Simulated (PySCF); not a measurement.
**Working out the ionisation energy of N²⁺**

N²⁺ [He] 2s2 2p1 (2P) → N³⁺ [He] 2s2 (1S). Calculation: PySCF 2.14, in aug-cc-pCVTZ-DK (7s6p4d2f, 59 functions); the spin-free X2C one-electron Hamiltonian (Gaussian nucleus). Frozen: nothing. Energies in hartree (1 hartree = 27.21139 eV):

| part | N²⁺ (lower) | N³⁺ (upper) |
| --- | --- | --- |
| UHF | -52.847546 | -51.110654 |
| CCSD correlation | -0.132912 | -0.131799 |
| (T) | -0.001507 | -0.000713 |

**Question.** What does Hartree-Fock give?

**Answer.** (-51.110654) − (-52.847546) = 1.736892 hartree = 47.263 eV.

**Question.** What do CCSD and CCSD(T) give?

**Answer.** The CCSD correlation energies differ by 0.001113 hartree = 0.030 eV and the triples by 0.000794 hartree = 0.022 eV, so CCSD gives 47.293 eV and CCSD(T) 47.315 eV.

A first-order spin-orbit estimate adds 0.014 eV to CCSD(T) (valence and next inner shell), giving 47.329 eV against 47.445 eV (semi-empirical (NIST evaluation); NIST Atomic Spectra Database, ionization energies).

The coupled-cluster amplitudes are large, so a single reference is strained.

What remains against the reference includes basis incompleteness and higher excitations.
